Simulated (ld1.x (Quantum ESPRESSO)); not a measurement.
## Before and after: TM potential for Eu

- Element: Eu (Z = 63)
- Generator: ld1.x (Quantum ESPRESSO) 7.5
- Type: norm-conserving Troullier–Martins (Kleinman–Bylander form)
- Functional: PBE
- Relativity: fully relativistic
- Frozen core: [Kr] 4d10 5s2
- Valence charge: 15
- Reference configuration: 4f7 5p6 5d0 6s1.75 6p0.25
- Partial waves: 6s (bound): rc 3.65 bohr; 5p (bound): rc 2.20 bohr; 4f (bound): rc 1.15 bohr; 5d (bound, empty): rc 3.15 bohr
- Local potential: the d channel
- Core correction: none

Open shells are filled in proportion to 2j + 1 (rel_dist='average').

Occupied shells without a wave of their own: 6p. They enter only through the test configuration that unscreens the potential.

All-electron outer shells of the reference configuration (PBE, scalar-relativistic, ld1.x):

```csv
shell,level (eV),outermost node (bohr),outermost maximum (bohr)
4d,-135.16,0.27,0.57
5s,-45.02,0.67,1.23
5p,-24.12,0.72,1.41
6s,-3.82,1.67,3.60
4f,-3.06,–,0.60
5d,-1.81,0.82,2.13
6p,-1.36,2.02,4.86
```

Change: wave 5d (bound): rc 3.15 bohr becomes 5d (bound): rc 4.70 bohr.

Cutoffs: the cutoffs (Ry, on a coarse ladder) from which the occupation-weighted sum of valence levels, in a spherical-Bessel basis at the reference potential, stays within 10 and 1 mRy of its value at 400 Ry; they do not see the model core or the augmentation charge, which bear on the density cutoff. Errors are all-electron minus pseudo energies relative to the spin-unpolarised reference configuration.

Q: Predict the effect on cutoff, ghosts and configuration errors.

A: Both files keep a bound ghost (s); the number of tests that count goes from 7 to 5; of the 5 tests that both files solve, the error grows in 5 and shrinks in 0 by more than 15 % and 0.3 meV (median size 11.5 → 31.0 meV). More of the atom is replaced by a form fitted at one configuration, so other configurations suffer. In the changed file the local d channel has no projectors, so it cannot carry the spin–orbit splitting, and the file is wrong for that shell.

```csv
quantity,base,changed
"cutoff, loose",260 Ry,260 Ry
"cutoff, tight",over 300 Ry,over 300 Ry
bound ghosts,s,s
"largest miss of a reference level, eV",0.04,0.11
"tests counted (converged, no solver errors)",7 of 7,5 of 7
"error for 4f7 5p6 5d0 6s2 6p0, meV [ΔE -0.61 eV]",-7.7,-15
"error for 4f7 5p6 5d0 6s1 6p0, meV [ΔE 5.41 eV]",-15,-52
"error for 4f7 5p6 5d0 6s0 6p0, meV [ΔE 16.65 eV]",-13,-70
"error for 4f7 5p6 5d0 6s1.5 6p0, meV [ΔE 1.79 eV]",-12,-31
"error for 4f7 5p6 5d1 6s1 6p0, meV [ΔE 1.55 eV]",-11,+15
```

Base: ld1.x printed “convergence not achieved” for 5 of the counted tests; their residual had stalled under 1e-8, short of the target of 1e-14. The 6p level has no wave, so the channel is fitted at the deeper level alone: the likely source of the large errors. Changed file: Tests not counted: 4f6 5p6 5d1 6s2 6p0 (solver errors, printed error -1917 eV); 4f8 5p6 5d0 6s0 6p0 (solver errors, printed error -1885 eV). ld1.x printed “convergence not achieved” for 2 of the counted tests; their residual had stalled under 1e-8, short of the target of 1e-14. A true bound ghost makes a file unfit for plane-wave use even where its test errors are small: the radial tests pick states by their node count and pass the ghost by. Where a test does run into it, the solver fails or the error is huge.
